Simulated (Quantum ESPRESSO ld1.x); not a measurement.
Problem. These are the eigenvalues of the occupied orbitals of an atom or ion with whole-number occupations (eV). Method: scalar-relativistic Kohn-Sham, PBE, spin-unpolarised, spherical densities, point nucleus; computed with ld1.x of Quantum ESPRESSO 7.5.

| orbital | eigenvalue |
|---|---|
| 1s | -59333.0 |
| 2s | -10045.5 |
| 2p | -8873.44 |
| 3s | -2291.92 |
| 3p | -1937.09 |
| 3d | -1499.25 |
| 4s | -485.819 |
| 4p | -368.940 |
| 4d | -213.743 |
| 5s | -88.2160 |
| 5p | -59.7461 |
| 4f | -43.2772 |
| 5d | -26.9824 |

Which element is it, and in what charge state? The configuration may be excited.

Solution. Z = 69, thulium, charge +3: Tm3+ in [Xe] 4f11 5d1. The list shows which subshells hold electrons but not how many an open one holds; the 1s level, -2180.4 hartree, gives Z - s = 66.0 by -(Z - s)^2/2, which with screening and relativity narrows Z to a few neighbours, and the depths of the outer levels then fix element, charge and occupations together.
